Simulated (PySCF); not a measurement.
Molecule: SMILES CC1CCCCC1, C7H14.

Bonds (- single, = double, # triple, : aromatic): C1-C2, C2-C3, C3-C4, C4-C5, C5-C6, C6-C7, C7-C2. C1 carries H8, H9, H10; C2 carries H11; C3 carries H12, H13; C4 carries H14, H15; C5 carries H16, H17; C6 carries H18, H19; C7 carries H20, H21. H12, H15, H16, H19, H20 are cis to C1 on the ring; H13, H14, H17, H18, H21 are trans to C1 on the ring.

Geometry PBE0-D3(BJ)/def2-SVP throughout; GIAO in PySCF 2.14.0 with density-fitted response routines, gas phase, one conformer, non-relativistic; equivalent atoms averaged; basis pcSseg-1.

For orientation, PBE0 gives these absolute shieldings σ: C3/C7 147.2, C4/C6 155.5, C1 159.6, H15/H19 29.67, H13/H21 29.77, H14/H18 30.09, H11 30.27, H16 30.23, H8/H9/H10 30.38 ppm.

A run gave: C3/C7 144.2, C4/C6 152.3, C1 158.1, H15/H19 29.43, H13/H21 29.55, H14/H18 29.87, H11 30.04, H16 30.05, H8/H9/H10 30.28 ppm (absolute shieldings σ).

Problem. Which functional was used in that run?
A. BHandHLYP
B. LDA
C. KT2
D. BP86
E. B97-2

Solution. C. C3/C7 tells them apart best: KT2 gives 144.2, B97-2 gives 146.8, LDA gives 140.1, BP86 gives 140.3, BHandHLYP gives 147.4 ppm.
